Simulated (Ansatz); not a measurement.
Li3Cl2. Total charge 0; doublet. Geometry PBE0-D4/def2-TZVP.

Cartesian coordinates in Å:
```
Li 1.002 -1.671 0.695
Li -1.347 0.061 1.570
Li 0.172 0.805 -1.132
Cl -1.506 1.577 0.026
Cl 1.678 -0.771 -1.159
```

The structure comes from a short search, and lower isomers may exist.

Task: Estimate the α-spin orbital energies around the gap (eV) in Ansatz with HF/STO-3G, PBE-D4/def2-TZVPD, r2SCAN-D4/def2-TZVP, BHLYP-D4/def2-TZVP, CAM-B3LYP-D4/def2-TZVP.

Result: 
| orbital | HF/STO-3G | PBE-D4/def2-TZVPD | r2SCAN-D4/def2-TZVP | BHLYP-D4/def2-TZVP | CAM-B3LYP-D4/def2-TZVP |
| --- | --- | --- | --- | --- | --- |
| HOMO−5 | -11.15 | -7.78 | -8.08 | -10.44 | -10.58 |
| HOMO−4 | -10.98 | -7.72 | -8.03 | -10.35 | -10.49 |
| HOMO−3 | -10.53 | -7.40 | -7.70 | -10.03 | -10.15 |
| HOMO−2 | -10.53 | -7.18 | -7.49 | -9.78 | -9.94 |
| HOMO−1 | -10.14 | -7.04 | -7.35 | -9.62 | -9.77 |
| HOMO | -5.26 | -3.45 | -3.59 | -4.66 | -5.07 |
| LUMO | 2.74 | -1.33 | -1.02 | -0.24 | -0.07 |
| LUMO+1 | 3.51 | -1.17 | -0.85 | 0.20 | 0.34 |
| LUMO+2 | 3.61 | -0.89 | -0.44 | 0.25 | 0.44 |
| LUMO+3 | 4.34 | -0.82 | -0.11 | 0.51 | 0.67 |
| LUMO+4 | 5.71 | 0.16 | 1.10 | 1.84 | 2.00 |
| LUMO+5 | 6.04 | 0.24 | 1.23 | 1.89 | 2.05 |
| β HOMO | -10.17 | -7.03 | -7.35 | -9.62 | -9.77 |
| β LUMO | 2.54 | -1.97 | -1.99 | -1.13 | -1.08 |
